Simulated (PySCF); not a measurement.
Compound: Si(vinyl)3(OEt), C8H14OSi.
Structure used (PBE0-D3(BJ)/def2-SVP), in Å, numbered top down from 1:
```xyz
24
C8H14OSi angstrom
Si     0.3902    0.2648    0.3520
C      0.5800   -0.0046    2.1851
C      0.0999    0.8424    3.1025
H      1.1060   -0.9052    2.5296
H     -0.4431    1.7502    2.8145
H      0.2162    0.6686    4.1785
C      2.0686    0.2466   -0.4762
C      3.2239    0.2735    0.1993
H      2.1212    0.2419   -1.5741
H      3.2483    0.2890    1.2953
H      4.1979    0.2853   -0.3035
C     -0.4791    1.8829   -0.0090
C     -1.7728    1.9355   -0.3494
H      0.0836    2.8245    0.0481
H     -2.3765    1.0233   -0.4225
H     -2.2866    2.8792   -0.5668
O     -0.5605   -0.9834   -0.2277
C     -0.6909   -1.3368   -1.5820
C     -1.8450   -2.2989   -1.7430
H     -0.8600   -0.4387   -2.2086
H      0.2443   -1.8055   -1.9443
H     -1.9582   -2.6030   -2.7946
H     -1.6799   -3.1990   -1.1325
H     -2.7851   -1.8331   -1.4107
```

Level of theory: PySCF 2.14.0, PBE0-D3(BJ)/def2-SVP geometry optimisation, gas phase.

Take the most abundant isotopes and a rigid rotor. The values belong to one conformer.

What are A, B and C (cm⁻¹)?

Ia = 407.37, Ib = 620.98, Ic = 738.51 u·Å²; 505379 MHz·u·Å²/I gives 1241, 813.8 and 684.3 MHz, that is A = 0.04138, B = 0.02715, C = 0.02283 cm⁻¹.

Classify the top.

An asymmetric top: κ = (2 × 813.8 − 1241 − 684.3)/(1241 − 684.3) = -0.53.

Is it planar, by Δ = Ic − Ia − Ib?

Not planar: Δ = Ic − Ia − Ib = -289.84 u·Å². For a rigid frame Δ = −2 Σ m c², so Σ m c² = 144.92 u·Å² lies off the ab plane: 28.43 from hydrogen and 116.49 from heavier atoms. The atom farthest from that plane is 2.21 Å away.

Where do the levels up to J = 3 lie, in MHz?

Above 0(0,0):
J = 1: 1(0,1) 1498, 1(1,1) 1925, 1(1,0) 2054
J = 2: 2(0,2) 4469, 2(1,2) 4792, 2(1,1) 5180, 2(2,1) 6461, 2(2,0) 6486
J = 3: 3(0,3) 8868, 3(1,3) 9077, 3(1,2) 9851, 3(2,2) 10955, 3(2,1) 11076, 3(3,1) 13427, 3(3,0) 13430
Those of J = 1 are B + C, A + C and A + B.

Predict some low-J microwave lines.

The dipole components are |μa| = 0.13 D, |μb| = 0.23 D, |μc| = 0.86 D. The squared components, which scale the intensities, stand as 0.02 : 0.07 : 1.00 (a : b : c). Some of the stronger lines:

```
type  branch         J(Ka,Kc)   MHz  lower level (cm⁻¹)
   c       Q  2(1,2) ← 2(0,2)   322               0.149
   a       Q  2(1,1) ← 2(1,2)   389               0.160
   c       Q  1(1,1) ← 1(0,1)   427               0.050
   b       Q  1(1,0) ← 1(0,1)   556               0.050
   b       Q  2(1,1) ← 2(0,2)   711               0.149
   c       Q  2(2,1) ← 2(1,1)  1280               0.173
   b       Q  2(2,0) ← 2(1,1)  1306               0.173
   a       R  1(0,1) ← 0(0,0)  1498               0.000
   b       Q  2(2,1) ← 2(1,2)  1669               0.160
   b       R  1(1,1) ← 0(0,0)  1925               0.000
   c       R  1(1,0) ← 0(0,0)  2054               0.000
   b       R  2(0,2) ← 1(1,1)  2544               0.064
   a       R  2(1,2) ← 1(1,1)  2867               0.064
   a       R  2(0,2) ← 1(0,1)  2971               0.050
   a       R  2(1,1) ← 1(1,0)  3126               0.069
   b       R  2(1,2) ← 1(0,1)  3294               0.050
   c       R  2(1,1) ← 1(0,1)  3682               0.050
   b       R  2(2,1) ← 1(1,0)  4406               0.069
   c       R  2(2,0) ← 1(1,0)  4431               0.069
   c       R  2(2,1) ← 1(1,1)  4536               0.064
   b       R  2(2,0) ← 1(1,1)  4561               0.064
```

Estimate the classical rotational partition function at 100 K, 200 K and 298.15 K.

Point group C1, symmetry number σ = 1; q = (√π/σ)·√((kT/h)³/(ABC)), k/h = 20836.6 MHz/K: 203000 at 100 K, 574000 at 200 K, 1040000 at 298.15 K.

Not checked by PBE0-D3(BJ)/def2-SVP frequencies. These are rigid-rotor constants of the computed structure; measured ground-state constants (B0) also hold zero-point vibration. A rigid rotor knows nothing of internal rotation, which can split or shift real lines.
